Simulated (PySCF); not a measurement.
Bonds: Si1-C2, Si1-C7, Si1-C12, Si1-O17, C2-C3, C7-C8, C12-C13, O17-C18, C18-C19, C18-O20. C2 carries H4; C3 carries H5, H6; C7 carries H9; C8 carries H10, H11; C12 carries H14; C13 carries H15, H16; C19 carries H21, H22, H23.

- PBE0-D3(BJ)/def2-SVP geometry
- σ from GIAO-B3LYP/pcSseg-1
- code: PySCF
- single conformer, no solvent, rapidly exchanging positions averaged, non-relativistic

Shifts are taken against calculated references (same method and geometry level): TMS for ¹³C (σref 179.24), ¹H (σref 31.38), ²⁹Si (σref 337.86); ¹⁷O (σref 334.04) against H2O.

```csv
atoms,nucleus,count,δ (ppm)
C19,¹³C,1,23.2
O20,¹⁷O,1,?
C2/C7/C12,¹³C,3,141.6
C18,¹³C,1,?
H5/H6/H10/H11/H15/H16,¹H,6,6.21
C3/C8/C13,¹³C,3,144.6
O17,¹⁷O,1,217.5
H21/H22/H23,¹H,3,2.11
H4/H9/H14,¹H,3,?
Si1,²⁹Si,1,-13.8
```

Fill in the missing shifts.

Results:


- C18: 176.2 ppm, carbon bonded to C, 2 O
- H4/H9/H14: 6.24 ppm, hydrogen on a carbon bonded to C, Si
- O20: 476.9 ppm, oxygen bonded to C

Shifts are as computed. Against solution values, carbons near 30 ppm lie about +2 ppm off and those near 130 ppm about +6 ppm. Of 1309 compounds with measured shifts, 239 miss one by over three times the rms of a fit or turn the order of signals round; such compounds aren't used in these exercises. Unscaled 17O shifts of doubly bonded oxygen tend to come out too high, by tens of ppm or more. Experimental scales use liquid or dissolved standards, which lie at an offset from isolated H2O (liquid H2O: subtract about 36 ppm).
